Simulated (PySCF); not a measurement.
Si(H)(Br)(NH2)2 (BrH5N2Si), SMILES [SiH](Br)(N)N. Atoms are numbered in the order given.

```xyz
9

Si    -0.4003    -0.5893     0.7367
N     -1.5225    -1.4214    -0.2581
N      0.7472    -1.7320     1.2992
Br     0.3825     1.0637    -0.6106
H     -0.8809     0.1295     1.9451
H     -2.0367    -0.9388    -0.9865
H     -2.0033    -2.2484     0.0816
H      1.2220    -2.3399     0.6376
H      1.3416    -1.5066     2.0912
```
Charge 0, spin multiplicity 1.

Geometry: B3LYP-D3(BJ)/def2-SVP. This is a generated structure with no PubChem entry under its InChIKey; it may be hypothetical. Other conformers were not sampled.

These are B3LYP-D3(BJ)/def2-SVP (PySCF) values and carry that method's errors.

Frequencies are harmonic and unscaled.

```
mode  ν (cm⁻¹)  IR (km/mol)  Raman (Å⁴/amu)  depolarisation  moving atoms (share of kinetic energy)
----  --------  -----------  --------------  --------------  --------------------------------------
1          180          6.4             3.7            0.65        N 48 %, H 24 %, Si 17 %, Br 11 %
2          199          3.5             3.2            0.61                 N 45 %, H 37 %, Br 16 %
3          259         23.1             0.8            0.47                          H 89 %, N 11 %
4          280          1.1             1.9            0.65                 H 32 %, Si 31 %, N 30 %
5          320        151.9             0.8            0.61                          H 81 %, N 15 %
6          388         45.7             7.9            0.22                Si 43 %, H 33 %, Br 16 %
7          400          1.9             1.7            0.24                 H 66 %, Si 16 %, N 14 %
8          466        280.4             0.2            0.16                          H 67 %, N 24 %
9          747         26.7             5.8            0.72                          H 85 %, N 12 %
10         764         14.5             7.9            0.67                          H 88 %, N 12 %
11         826         19.0            13.3            0.25                 N 51 %, H 36 %, Si 13 %
12         877        278.7             6.3            0.17                 H 64 %, Si 20 %, N 16 %
13         900         30.7             6.1            0.75                 H 46 %, N 36 %, Si 19 %
14         961        215.5             2.1            0.63                 H 49 %, Si 32 %, N 19 %
15        1523         79.2             3.0            0.74                          H 88 %, N 11 %
16        1537         44.2             5.4            0.75                          H 89 %, N 11 %
17        2236        150.9           143.0            0.20                                  H 97 %
18        3564         32.5           126.1            0.12                                  H 96 %
19        3578         34.7           147.8            0.14                                  H 96 %
20        3661         30.2            79.3            0.74                           H 91 %, N 9 %
21        3682         35.0            82.0            0.74                           H 91 %, N 9 %
```
